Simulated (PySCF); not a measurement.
Calculation: PySCF with PBE-D3(BJ)/def2-TZVP // r2SCAN-D4/def2-SVP. Isolated molecules, 0 K electronic values unless said otherwise. One relaxed conformer stands for a flexible species; it need not be the lowest. 

Reference species: [Y(F)3] (neutral, multiplicity 1).

- HOMO = -8.56 eV
- coordination number = 3
- LUMO = -3.15 eV
- charge on the central atom (Mulliken) = 1.43 e

Changed species: [Y(F)2(NH2)] (1 of 3 F replaced by NH2; the reference has 0 of 3 F replaced by NH2).

**Question.** Give the shifts of the HOMO, coordination number, LUMO and charge on the central atom (Mulliken).

**Answer.** the HOMO goes up by 2.73 eV, to -5.83 eV; the coordination number hardly moves; the LUMO increases by 0.51 eV, to -2.64 eV; the charge on the central atom (Mulliken) falls by 0.07 e, to 1.36 e.
